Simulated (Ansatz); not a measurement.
`S[SiH](S)Cl` + `C[SiH](F)CCl` → `S[SiH](Cl)CCl` + `C[SiH](F)S`  (redistribution)

Gas-phase electronic energies from Ansatz, PBE0-D4/def2-TZVP geometries. CCSD(T)/CBS is the MP2 limit (def2-TZVPP, def2-QZVPP) plus CCSD(T) − MP2 in def2-TZVPP, frozen cores. DFT in def2-TZVPP. One conformer a species, not always the lowest.

`S[SiH](S)Cl`:

Cartesian coordinates in Å:
```
S -1.343 -1.394 0.576
Si 0.006 0.055 -0.178
S 1.602 0.038 1.216
Cl -0.793 1.944 -0.305
H -1.894 -1.620 -0.629
H 0.401 -0.293 -1.559
H 2.021 1.270 0.880
```

`C[SiH](F)CCl`:

Cartesian coordinates in Å:
```
C -1.413 0.621 -0.319
Si -0.220 -0.627 0.345
F -0.509 -2.052 -0.339
C 1.556 -0.183 -0.065
Cl 1.926 1.352 0.777
H -2.440 0.344 -0.070
H -1.333 0.698 -1.406
H -1.210 1.604 0.111
H -0.342 -0.804 1.812
H 1.718 -0.023 -1.132
H 2.267 -0.931 0.286
```

`S[SiH](Cl)CCl`:

Cartesian coordinates in Å:
```
S -1.987 -1.058 -0.222
Si -0.411 0.290 -0.667
Cl -1.271 2.144 -0.832
C 0.856 0.349 0.712
Cl 1.621 -1.263 0.805
H -1.128 -2.081 -0.047
H 0.275 -0.027 -1.937
H 0.405 0.567 1.680
H 1.641 1.079 0.507
```

`C[SiH](F)S`:

Cartesian coordinates in Å:
```
C -0.283 -0.895 -0.682
Si 0.672 0.310 0.348
F 1.433 1.302 -0.653
S -0.563 1.397 1.692
H -0.786 -1.627 -0.046
H -1.040 -0.382 -1.281
H 0.386 -1.426 -1.364
H 1.699 -0.325 1.207
H -1.518 1.646 0.780
```

```json
{"level": "PBE0-D4", "ΔE (eV)": "-0.07"}
{"level": "ωB97X-V", "ΔE (eV)": "-0.08"}
```

**Question.** What does CCSD(T)/CBS give? (An estimate is asked.)

**Answer.** The calculation gave: -0.08 eV. The listed levels differ from it by 0.01, 0.00 eV.

Largest T1 diagnostic among the species: 0.011.
